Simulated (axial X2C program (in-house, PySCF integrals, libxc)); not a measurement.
Worked dissociation energy of NiO⁺: CCSD, scalar-relativistic

All values were computed with an axial X2C code built on PySCF integrals. Spin-free means the one-electron spin-free X2C Hamiltonian. Basis: Ni dyall-cv3z [9s9p6d3f2g], O dyall-av3z [7s6p3d2f] (cores contracted in-house); Gaussian nuclei, density fitting, unrestricted open shells. Masses: Ni 57.935 u, O 15.995 u.

Molecular state: M_S = 3/2, Λ = 0 (beyond evenly filled blocks: σα, π+α, π-α).

Correlated methods: 15 electrons correlated (number of frozen shells: Ni 3 s, 2 p; O 1 s), 249 virtual spin orbitals or spinors in MP2, 90 natural virtuals in coupled cluster.

```
E(Ni+) (2M_S = 1, M_L = 0) : -1519.180352 hartree
E(O) (2M_S = 2, M_L = 0)   : -75.038084 hartree
E(NiO⁺) at Re              : -1594.282659 hartree
ωe                         : 786.5 cm⁻¹
```

Task: Work out De and D0.

Result: De = -1519.180352 + (-75.038084) − (-1594.282659) = 0.06422 hartree = 1.748 eV. The zero-point energy is ωe/2 = 393 cm⁻¹ = 0.049 eV, so D0 = 1.699 eV.

Occupations by symmetry block were frozen at the best pattern of an incomplete PBE0 search. Dissociation energies refer to the lowest single-determinant-based atoms at the same level and basis. CCSD ran in a truncated set of natural virtual spinors with an MP2 remainder; without triples it tends to underbind. PBE0 can misorder states that lie within some tenths of an eV, so this need not be the ground state of the molecule. The nearest other spin-free determinant of the search, M_S = 1/2, Λ = 0, lies 0.41 eV up at the distance of the search. The T1 diagnostic is large, a sign of multireference character.

The levels of this run spread widely (ωe from 574 to 846 cm⁻¹), so these constants depend on the method.

Each atomic determinant is the lowest at this level and need not be a pure term. Totals compare only within one Hamiltonian and basis.
